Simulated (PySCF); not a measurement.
C2H5BO3, SMILES CC(=O)OBO. Atoms are numbered in the order given.

```xyz
11

B     -0.4132     0.9910     1.0269
H     -1.3154     1.5946     0.5161
O      0.3216     0.0311     0.3456
C     -0.0734    -0.5068    -0.8431
C      1.0765    -1.1610    -1.5457
O     -1.2017    -0.4660    -1.2346
H      0.7332    -1.6144    -2.4816
H      1.5232    -1.9256    -0.8931
H      1.8592    -0.4149    -1.7489
O     -0.0494     1.2714     2.2907
H      0.6823     0.7191     2.5923
```

Coordinates come from a PBE0-D3(BJ)/def2-SVP optimisation. The structure was generated by enumeration, and PubChem lists no compound with its InChIKey, so it may never have been made. One conformer was computed; it need not be the lowest.

Computed with PySCF with TDA-PBE/def2-SVPD.

Vertical excitations. Isolated molecule, no solvent.

| state | energy (eV) | λ (nm) | f | main pairs |
|---|---|---|---|---|
| S1 | 5.11 | 242 | 0.001 | HOMO→LUMO 99 % |
| S2 | 6.10 | 203 | 0.007 | HOMO→LUMO+1 100 % |
| S3 | 6.46 | 192 | 0.003 | HOMO→LUMO+2 99 % |
| S4 | 6.66 | 186 | 0.004 | HOMO−2→LUMO 97 % |
| S5 | 6.90 | 180 | 0.027 | HOMO→LUMO+3 99 % |
| S6 | 7.15 | 173 | 0.174 | HOMO−1→LUMO 79 % |
| S7 | 7.62 | 163 | 0.002 | HOMO−1→LUMO+1 95 % |
| S8 | 7.71 | 161 | 0.003 | HOMO−3→LUMO 43 %, HOMO−4→LUMO 34 %, HOMO→LUMO+4 11 %, HOMO−1→LUMO+2 9 % |
| S9 | 7.76 | 160 | 0.007 | HOMO→LUMO+4 86 % |
| S10 | 7.85 | 158 | 0.030 | HOMO−2→LUMO+1 86 % |
| T1 | 4.66 | 266 | 0 | HOMO→LUMO 99 % |
| T2 | 5.97 | 208 | 0 | HOMO−1→LUMO 90 % |
| T3 | 6.06 | 205 | 0 | HOMO→LUMO+1 98 % |
| T4 | 6.28 | 197 | 0 | HOMO→LUMO+2 95 % |
Triplets are in the Tamm–Dancoff approximation.
